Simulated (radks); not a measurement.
Q: Os V, 72 electrons, occupied as [Xe] 4f14 5d4. Calculated with a radial shooting solver on a logarithmic mesh with Libxc functionals: Dirac Kohn-Sham, AM05, spin-unpolarised, spherical densities, point nucleus; open shells are shared between the two j in proportion to 2j + 1. Some entries of the table are withheld. Estimate them.

orbital,occ.,eigenvalue (Ry),<r^2> (bohr^2)
1s1/2,2,-5421.217,0.0004337
2s1/2,2,-946.3781,0.006589
2p1/2,2,-906.2763,0.004688
2p3/2,4,-793.8602,0.005883
3s1/2,2,-222.7855,0.04295
3p1/2,2,-204.8559,0.03930
3p3/2,4,-180.3440,0.04582
3d3/2,4,-150.3055,0.03535
3d5/2,6,-144.9919,0.03713
4s1/2,2,-49.63681,0.2108
4p1/2,2,(1),0.2164
4p3/2,4,(2),0.2509
4d3/2,4,-24.01561,(3)
4d5/2,6,-22.94609,(4)
5s1/2,2,-10.06014,1.121
5p1/2,2,-7.71354,1.327
4f5/2,6,-7.31484,0.3735
4f7/2,8,-7.10789,0.3847
5p3/2,4,-6.77818,1.560
5d3/2,1.6,-3.60199,2.620
5d5/2,2.4,-3.49737,2.751

A: 
(1) 4p1/2 eigenvalue (Ry): -42.12095
(2) 4p3/2 eigenvalue (Ry): -36.34846
(3) 4d3/2 <r^2> (bohr^2): 0.2698
(4) 4d5/2 <r^2> (bohr^2): 0.2825
